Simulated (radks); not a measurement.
Values are calculated unless marked as measured or tabulated.
Initial-state core-level shifts of the promethium ion Pm+ when its valence configuration changes from [Xe] 4f5 6s1. Code: a radial shooting solver on a logarithmic mesh with Libxc functionals. Model: scalar-relativistic Kohn-Sham, r2SCAN, spin-unpolarised, spherical densities, finite nucleus; meta-GGA in the generalised Kohn-Sham scheme; Fermi nuclear charge, rms radius 4.962 fm. Shifts are changes of the shell-averaged eigenvalues in eV (positive: less bound); the change of the density at the nucleus, which sets a Mossbauer isomer shift, is in e/bohr^3, on a base of 5.136e+05.

\begin{tabular}{lrrrrr}
valence & 3s & 4d & 5s & 5p & density at nucleus \\ \hline
4f6 & +6.378 & +5.985 & +4.157 & +3.587 & -37.73 \\
4f4 6s1 6p1 & -11.325 & -10.361 & -6.971 & -6.066 & +32.07 \\
4f4 6s2 & -10.153 & -9.190 & -5.800 & -4.934 & +60.67 \\
4f5 5d1 & +1.765 & +1.833 & +1.974 & +1.826 & -24.75 \\
4f5 6p1 & -1.142 & -1.157 & -1.200 & -1.170 & -22.60 \\
4f4 5d1 6p1 & -8.914 & -7.934 & -4.607 & -3.928 & -0.17 \\
4f5.5 6s0.5 & +3.819 & +3.562 & +2.441 & +2.104 & -21.27 \\
4f4.5 5d0.5 6s1 & -3.664 & -3.234 & -1.689 & -1.376 & +12.00 \\
4f3.5 5d1 6s0.5 6p1 & -14.619 & -12.958 & -7.574 & -6.434 & +29.49 \\
\end{tabular}
